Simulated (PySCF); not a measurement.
C2H6S2Te. Atoms are numbered in the order given.

```xyz
11

Te     0.2249     0.8418     0.0000
S     -0.6901    -0.3489    -1.9100
C      0.5024    -1.7175    -2.1647
H      0.4520    -2.4432    -1.3416
H      0.1999    -2.2144    -3.0995
H      1.5286    -1.3407    -2.2720
S     -0.6901    -0.3489     1.9100
C      0.5024    -1.7175     2.1647
H      1.5286    -1.3407     2.2720
H      0.1999    -2.2144     3.0995
H      0.4520    -2.4432     1.3416
```

Geometry: B3LYP-D3(BJ)/def2-SVP. The def2 effective core potentials stand for the cores of Te; spin–orbit coupling is left out. One conformer was computed; it need not be the lowest.

Method: PBE/def2-TZVP (PySCF).

Symmetry labels are those of the subgroup Cs that the program uses (full group Cs).

Computed valence orbital energies around the gap with their symmetry:
| orbital | symmetry | energy (eV) |
|---|---|---|
| HOMO−7 | A" | -10.42 |
| HOMO−6 | A" | -9.45 |
| HOMO−5 | A' | -9.21 |
| HOMO−4 | A" | -7.76 |
| HOMO−3 | A' | -7.62 |
| HOMO−2 | A' | -5.96 |
| HOMO−1 | A" | -5.67 |
| HOMO | A' | -5.46 |
| LUMO | A' | -2.47 |
| LUMO+1 | A" | -2.22 |
| LUMO+2 | A" | -0.19 |
| LUMO+3 | A' | -0.09 |
